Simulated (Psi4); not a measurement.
C₃H₉SSi (SMILES C[Si](C)(C)[S]), doublet, geometry from GFN2-xTB; Psi4 1.11 with REVPBE/STO-3G.

Input for Psi4:
```
memory 2 GB

molecule mol {
0 2
  C    -0.655819    1.474438   -1.214664
  Si   -0.063141   -0.077091   -0.277691
  C     1.516243   -0.779884   -1.082710
  C    -1.437218   -1.398783   -0.239344
  S     0.394535    0.481703    1.735151
  H    -0.899393    1.233321   -2.244601
  H    -1.541951    1.897097   -0.750844
  H     0.110733    2.243417   -1.222772
  H     1.876341   -1.650652   -0.543182
  H     1.326392   -1.076758   -2.109383
  H     2.313593   -0.042868   -1.088947
  H    -1.700119   -1.710965   -1.245157
  H    -2.334428   -1.016863    0.238305
  H    -1.118995   -2.278326    0.312143
}

set basis sto-3g
set reference uks
set scf_type pk
set puream true
set d_convergence 1e-8
set dft_radial_points 99
set dft_spherical_points 590

energy('revpbe')
print_variables()
```

Problem. Predict the main parts of the log of this Psi4 run.

Solution. 
```
   => Loading Basis Set <=

    Name: STO-3G
    Role: ORBITAL
    Keyword: BASIS

         ---------------------------------------------------------
                                   SCF
               by Justin Turney, Rob Parrish, Andy Simmonett
                          and Daniel G. A. Smith
                              UKS Reference
         ---------------------------------------------------------

  ==> Geometry <==

    Molecular point group: c1
    Full point group: C1

    Geometry (in Angstrom), charge = 0, multiplicity = 2:

       Center              X                  Y                   Z               Mass
    ------------   -----------------  -----------------  -----------------  -----------------
         C           -0.674318974741     1.451850483417    -1.296026619063    12.000000000000
         SI          -0.081640974741    -0.099678516583    -0.359053619063    27.976926534650
         C            1.497743025259    -0.802471516583    -1.164072619063    12.000000000000
         C           -1.455717974741    -1.421370516583    -0.320706619063    12.000000000000
         S            0.376035025259     0.459115483417     1.653788380937    31.972071174400
         H           -0.917892974741     1.210733483417    -2.325963619063     1.007825032230
         H           -1.560450974741     1.874509483417    -0.832206619063     1.007825032230
         H            0.092233025259     2.220829483417    -1.304134619063     1.007825032230
         H            1.857841025259    -1.673239516583    -0.624544619063     1.007825032230
         H            1.307892025259    -1.099345516583    -2.190745619063     1.007825032230
         H            2.295093025259    -0.065455516583    -1.170309619063     1.007825032230
         H           -1.718618974741    -1.733552516583    -1.326519619063     1.007825032230
         H           -2.352927974741    -1.039450516583     0.156942380937     1.007825032230
         H           -1.137494974741    -2.300913516583     0.230780380937     1.007825032230

  Running in c1 symmetry.

  Rotational constants: A =      0.10157  B =      0.07143  C =      0.07143 [cm^-1]
  Rotational constants: A =   3044.89866  B =   2141.38370  C =   2141.38356 [MHz]
  Nuclear repulsion =  285.985269940846194

  Charge       = 0
  Multiplicity = 2
  Electrons    = 57
  Nalpha       = 29
  Nbeta        = 28

  ==> Algorithm <==

  SCF Algorithm Type is PK.
  DIIS enabled.
  MOM disabled.
  Fractional occupation disabled.
  Guess Type is SAD.
  Energy threshold   = 1.00e-06
  Density threshold  = 1.00e-08
  Integral threshold = 1.00e-12

  ==> Primary Basis <==

  Basis Set: STO-3G
    Blend: STO-3G
    Number of shells: 28
    Number of basis functions: 42
    Number of Cartesian functions: 42
    Spherical Harmonics?: true
    Max angular momentum: 1

  ==> DFT Potential <==

   => LibXC <=

    Version 7.1.2
    S. Lehtola, C. Steigemann, M. J. T. Oliveira, and M. A. L. Marques,  SoftwareX 7, 1–5 (2018) (10.1016/j.softx.2017.11.002)

   => Composite Functional: REVPBE <=

    revPBE GGA Exchange-Correlation Functional

    Y. Zhang and W. Yang, Phys. Rev. Lett. 80, 890, 1998

    Deriv               =              1
    GGA                 =           TRUE
    Meta                =          FALSE

    Exchange Hybrid     =          FALSE
    MP2 Hybrid          =          FALSE

   => Exchange Functionals <=

    1.0000   XC_GGA_X_PBE_R

   => Correlation Functionals <=

    1.0000     XC_GGA_C_PBE

   => LibXC Density Thresholds  <==

    XC_GGA_C_PBE:  1.00E-12
    XC_GGA_X_PBE_R:  1.00E-15

   => Molecular Quadrature <=

    Radial Scheme          =       TREUTLER
    Pruning Scheme         =           NONE
    Nuclear Scheme         =       TREUTLER

    Blocking Scheme        =         OCTREE
    BS radius alpha        =              1
    Pruning alpha          =              1
    Radial Points          =             99
    Spherical Points       =            590
    Total Points           =         757243
    Total Blocks           =           5265
    Max Points             =            256
    Max Functions          =             39
    Weights Tolerance      =       1.00E-15

  ==> Integral Setup <==

  Using in-core PK algorithm.
   Calculation information:
      Number of atoms:                  14
      Number of AO shells:              28
      Number of primitives:             84
      Number of atomic orbitals:        42
      Number of basis functions:        42

      Integral cutoff                 1.00e-12
      Number of threads:                 1

  Performing in-core PK
  Using 816312 doubles for integral storage.
  We computed 74346 shell quartets total.
  Whereas there are 82621 unique shell quartets.

  ==> DiskJK: Disk-Based J/K Matrices <==

    J tasked:                  Yes
    K tasked:                   No
    wK tasked:                  No
    Schwarz Cutoff:          1E-12

  Minimum eigenvalue in the overlap matrix is 2.2854121261E-01.
  Reciprocal condition number of the overlap matrix is 9.6752740064E-02.
    Using symmetric orthogonalization.

  ==> Pre-Iterations <==

  SCF Guess: Superposition of Atomic Densities via on-the-fly atomic UHF (no occupation information).

   -------------------------
    Irrep   Nso     Nmo
   -------------------------
     A         42      42
   -------------------------
    Total      42      42
   -------------------------

  ==> Iterations <==

                        Total Energy        Delta E     RMS |[F,P]|

   @UKS iter SAD:  -795.46515121642267   -7.95465e+02   0.00000e+00
   @UKS iter   1:  -798.05721750468922   -2.59207e+00   5.35209e-03 ADIIS/DIIS
   @UKS iter   2:  -798.04363331491504    1.35842e-02   6.08888e-03 ADIIS/DIIS
   @UKS iter   3:  -798.09668051659344   -5.30472e-02   2.75586e-04 ADIIS/DIIS
   @UKS iter   4:  -798.09682467000857   -1.44153e-04   1.09951e-04 ADIIS/DIIS
   @UKS iter   5:  -798.09684549740166   -2.08274e-05   3.70639e-05 DIIS
   @UKS iter   6:  -798.09684707867495   -1.58127e-06   4.09319e-06 DIIS
   @UKS iter   7:  -798.09684711729153   -3.86166e-08   1.14443e-06 DIIS
   @UKS iter   8:  -798.09684711896421   -1.67267e-09   7.83160e-07 DIIS
   @UKS iter   9:  -798.09684711970385   -7.39647e-10   1.24524e-07 DIIS
   @UKS iter  10:  -798.09684711973136   -2.75122e-11   2.30902e-08 DIIS
   @UKS iter  11:  -798.09684711973250   -1.13687e-12   3.63129e-09 DIIS
  Energy and wave function converged.

  ==> Post-Iterations <==

   Electrons on quadrature grid:
      Nalpha   =   28.9999984499 ; deviation = -1.550e-06
      Nbeta    =   27.9999984719 ; deviation = -1.528e-06
      Ntotal   =   56.9999969218 ; deviation = -3.078e-06

   @Spin Contamination Metric:   1.012907934E-03
   @S^2 Expected:                7.500000000E-01
   @S^2 Observed:                7.510129079E-01
   @S   Expected:                5.000000000E-01
   @S   Observed:                5.000000000E-01

    Orbital Energies [Eh]
    ---------------------

    Alpha Occupied:

[...]
    Alpha Virtual:

[...]
      42A      0.465572

    Beta Occupied:

[...]
      28A     -0.045629

    Beta Virtual:

[...]
    Final Occupation by Irrep:
              A
    DOCC [    28 ]
    SOCC [     1 ]
    NA   [    29 ]
    NB   [    28 ]

  @UKS Final Energy:  -798.09684711973250

   => Energetics <=

    Nuclear Repulsion Energy =            285.9852699408461945
    One-Electron Energy =               -1674.0321125226303138
    Two-Electron Energy =                 656.2978171792010471
    DFT Exchange-Correlation Energy =     -66.3478217171494151
    Empirical Dispersion Energy =           0.0000000000000000
    VV10 Nonlocal Energy =                  0.0000000000000000
    Total Energy =                       -798.0968471197325016

  UHF NO Occupations:
  HONO-2 :   27  A 1.9999575
  HONO-1 :   28  A 1.9995686
  HONO-0 :   29  A 1.0000000
  LUNO+0 :   30  A 0.0004314
  LUNO+1 :   31  A 0.0000425
  LUNO+2 :   32  A 0.0000289
  LUNO+3 :   33  A 0.0000018

Computation Completed

Properties will be evaluated at   0.000000,   0.000000,   0.000000 [a0]

Properties computed using the SCF density matrix

 Multipole Moments:

 ------------------------------------------------------------------------------------
     Multipole            Electronic (a.u.)      Nuclear  (a.u.)        Total (a.u.)
 ------------------------------------------------------------------------------------

 L = 1.  Multiply by 2.5417464519 to convert [e a0] to [Debye]
 Dipole X            :          1.9082748           -1.9927229           -0.0844482
 Dipole Y            :          2.3869335           -2.4329949           -0.0460613
 Dipole Z            :          8.4136619           -8.7639324           -0.3502704
 Magnitude           :                                                    0.3632389

 ------------------------------------------------------------------------------------

  Variable Map:
  ----------------------------------------------------------------------------
[...]
  Array Variable Map:
  ----------------------------------------------------------------------------
[...]
[...]
```
